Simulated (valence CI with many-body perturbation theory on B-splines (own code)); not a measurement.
# Er LVI: what the settings do

Computed by valence CI with perturbative core correlation (CI+MBPT): three valence electrons over a frozen Dirac-Fock core [Ne], a basis of 6 s, 6 p, 5 d, 3 f, 1 g functions for each j, with the one-electron correlation potential Σ1 (screened to all orders), the two-electron term Σ2, the three-electron term Σ3, Breit, model QED; selected single and double excitations, second order for the rest, scaled by the run's own slope (own B-spline code, finite nucleus).

No measured spectrum was set against this ion. As an estimate, large intervals hold to a few tenths of a per cent, small ones and those within an open d or f shell to about a per cent.

The reference run has the lowest level (3s^2 3p1/2) J=1/2 and an ionisation energy of 5455.77 eV. Its largest variational space holds 2760 state functions.

Levels are named by their leading jj configuration (3d3/2^4 stands for four electrons in 3d with j = 3/2), which in mixed levels can hold well under half, so a name can repeat and another be missing. Letters in brackets count levels of one name in rising energy.

Changed runs:
A. size limit of the variational space 10000 → 1500; highest l in the core sums 6 → 3
B. three-electron term on → off; natural orbitals for correlation on → off
C. scale of Σ2 1 → 0.5
D. factor on the speed of light 1 → 1.1 (bad on purpose)

Excitation energies of the reference run in cm⁻¹, and shifts in cm⁻¹:

| Level | Reference | A | B | C | D |
| --- | --- | --- | --- | --- | --- |
| (3s 3p1/2^2) J=1/2 | 1178290 | -16 | -116 | +173 | -42027 |
| (3s^2 3p3/2) J=3/2 | 1963020 | +33 | -238 | -322 | -389778 |
| (3s 3p1/2 3p3/2) J=3/2 [a] | 2927570 | +11 | -1355 | -1110 | -424080 |
| (3s 3p1/2 3p3/2) J=5/2 | 3056930 | -14 | -647 | -579 | -426691 |
| (3s 3p1/2 3p3/2) J=3/2 [b] | 3215530 | -250 | -178 | +191 | -424181 |
| (3s 3p1/2 3p3/2) J=1/2 | 3287470 | +12 | +260 | +1662 | -425739 |
| (3s^2 3d3/2) J=3/2 | 3651850 | -1291 | +1314 | +2364 | -410624 |
| (3s^2 3d5/2) J=5/2 | 4036680 | -1440 | +631 | +1339 | -490335 |
| (3p1/2^2 3p3/2) J=3/2 | 4381210 | -509 | -514 | +454 | -457013 |
| (3s 3p1/2 3d3/2) J=3/2 [a] | 4490170 | -1301 | -512 | +275 | -440734 |
| (3s 3p1/2 3d3/2) J=5/2 | 4583590 | -1593 | -168 | +299 | -440768 |
| (3s 3p1/2 3d3/2) J=1/2 | 4773540 | -1611 | +772 | +1938 | -445384 |
| Ionisation energy (eV) | 5455.77 | +0.032 | -0.15 | +0.046 | -60.63 |
